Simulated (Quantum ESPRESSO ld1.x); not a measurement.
Tm2+, configuration [Kr] 4d10 4f13 5s1 5p6 6p1 (not the ground configuration).

Method: scalar-relativistic Kohn-Sham, Wu-Cohen GGA, spin-unpolarised, spherical densities, point nucleus; computed with ld1.x of Quantum ESPRESSO 7.5.

Energy parts (eV):
total: -369082.6
kinetic: 401208.2
electron-nucleus: -905780.6
Hartree: 143201.2
exchange-correlation: -7711.3

Orbitals (lengths in bohr, moments of r in powers of bohr; r(90%) holds 90 % of the orbital's charge):
orbital  occ.  eigenvalue (eV)       <r^4>   <1/r>  r(90%)      <r^2>
1s          2         -59309.6   8.076e-07   79.10  0.0363  0.0005484
2s          2         -10025.1   0.0001248   18.43   0.131   0.008515
2p          6         -8854.69  0.00009539   16.97   0.123   0.006944
3s          2         -2269.96    0.004693   6.801   0.324    0.05581
3p          6         -1915.59    0.004970   6.342   0.330    0.05626
3d         10         -1477.99    0.003887   6.010   0.311    0.04686
4s          2         -465.049      0.1143   2.872   0.716     0.2801
4p          6         -348.678      0.1519   2.623   0.770     0.3183
4d         10         -194.139      0.2367   2.316   0.861     0.3803
5s          1         -75.6681       4.074   1.091    1.75      1.659
5p          6         -48.3923       8.128  0.9145    2.08      2.297
4f         13         -25.5325       1.841   1.713    1.34     0.7963
5d          0         -17.9443       53.71  0.5911    3.36      5.520
6s          0         -17.8499       174.3  0.4054    4.49      10.97
6p          1         -12.7555       392.8  0.3255    5.50      16.54

The highest occupied level is 6p at -12.755 eV. The configuration is held as typed, so some empty levels lie below it. Summed over all electrons, <r^2> = 49.59 bohr^2, which gives a Langevin (diamagnetic) susceptibility term of -39.3 x 10^-6 cm^3/mol. The density falls to 0.001 e/bohr^3 at r = 4.51 bohr.
